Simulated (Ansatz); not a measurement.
Two members of one family (BCl3 adduct), computed with Ansatz in the gas phase. The two geometries come from different levels. Binding counts from free atoms in the multiplicity of their measured ground term, without zero-point energy. A dash marks a value that wasn't run or was left out as unsound. The structures are stationary points that may keep the symmetry of their start. Remarks come from the PBE and PBE0 runs and from stability tests at other levels; not every state was tested. HOMO above LUMO (over both spins in singlets and doublets, within one spin in higher multiplets; at PBE or PBE0), or a gap under 0.15 eV within one spin, warns that the state may not be the lowest or that an electron is smeared out.

First: B(NHMe2)Cl3 (singlet, charge 0, PBE-D4/def2-SVP geometry).

Cartesian coordinates in Å:
```
B -1.187 0.588 -0.740
N 0.090 0.253 0.258
C 1.390 0.151 -0.460
C -0.138 -0.931 1.132
H 0.120 1.095 0.859
H 1.547 1.076 -1.041
H 1.326 -0.706 -1.157
H 2.212 -0.005 0.265
H 0.715 -1.061 1.824
H -1.079 -0.782 1.689
H -0.243 -1.818 0.480
Cl -0.749 2.160 -1.603
Cl -2.641 0.827 0.372
Cl -1.363 -0.847 -1.879
```

| level | HOMO (eV) | LUMO (eV) | gap (eV) | vertical IE (eV) | binding per atom (eV) |
| --- | --- | --- | --- | --- | --- |
| PBE-D4/def2-SVP | -6.23 | -0.15 | 6.08 | – | 3.95 |
| PBE-D4/def2-TZVP | -6.54 | -0.61 | 5.93 | 9.45 | 3.89 |
| r2SCAN-D4/def2-TZVP | -6.89 | -0.04 | 6.84 | – | 3.82 |
| PBE0-D4/def2-SVP | -7.69 | 0.74 | 8.44 | – | 3.89 |
| PBE0-D4/def2-TZVP | -7.94 | 0.23 | 8.17 | 9.96 | 3.83 |

Second: B(OPMe3)Cl3 (singlet, charge 0, r2SCAN-D4/def2-SVP geometry).

| atom | x (Å) | y (Å) | z (Å) |
| --- | --- | --- | --- |
| B1 | 1.4186 | -1.3564 | -1.4384 |
| O2 | 0.2408 | -1.2475 | -0.5061 |
| P3 | -0.2868 | 0.0267 | 0.2328 |
| C4 | 0.5120 | 0.2105 | 1.8334 |
| C5 | -2.0364 | -0.2843 | 0.4974 |
| C6 | -0.1120 | 1.5540 | -0.6981 |
| H7 | 0.0744 | 1.0499 | 2.3949 |
| H8 | 1.5845 | 0.3783 | 1.6575 |
| H9 | 0.3874 | -0.7244 | 2.3987 |
| H10 | -2.1478 | -1.2352 | 1.0393 |
| H11 | -2.5019 | 0.5293 | 1.0727 |
| H12 | -2.5281 | -0.3774 | -0.4817 |
| H13 | 0.9600 | 1.7617 | -0.8314 |
| H14 | -0.5615 | 1.4170 | -1.6922 |
| H15 | -0.6030 | 2.3748 | -0.1536 |
| Cl16 | 1.8849 | -3.1132 | -1.5197 |
| Cl17 | 2.8149 | -0.2984 | -0.7206 |
| Cl18 | 0.9001 | -0.6653 | -3.0851 |

Question: Estimate the same table for the second.

Answer: 
```json
{"level": "PBE-D4/def2-SVP", "HOMO (eV)": "-5.62", "LUMO (eV)": "-0.56", "gap (eV)": "5.07", "vertical IE (eV)": "–", "binding per atom (eV)": "4.01"}
{"level": "PBE-D4/def2-TZVP", "HOMO (eV)": "-5.98", "LUMO (eV)": "-0.91", "gap (eV)": "5.07", "vertical IE (eV)": "8.84", "binding per atom (eV)": "4.00"}
{"level": "r2SCAN-D4/def2-TZVP", "HOMO (eV)": "-6.32", "LUMO (eV)": "-0.55", "gap (eV)": "5.77", "vertical IE (eV)": "–", "binding per atom (eV)": "3.94"}
{"level": "PBE0-D4/def2-SVP", "HOMO (eV)": "-7.07", "LUMO (eV)": "0.38", "gap (eV)": "7.46", "vertical IE (eV)": "–", "binding per atom (eV)": "3.96"}
{"level": "PBE0-D4/def2-TZVP", "HOMO (eV)": "-7.36", "LUMO (eV)": "0.01", "gap (eV)": "7.37", "vertical IE (eV)": "9.34", "binding per atom (eV)": "3.94"}
```

Remarks: gap within one spin near zero at PBE or PBE0 (+1 doublet).
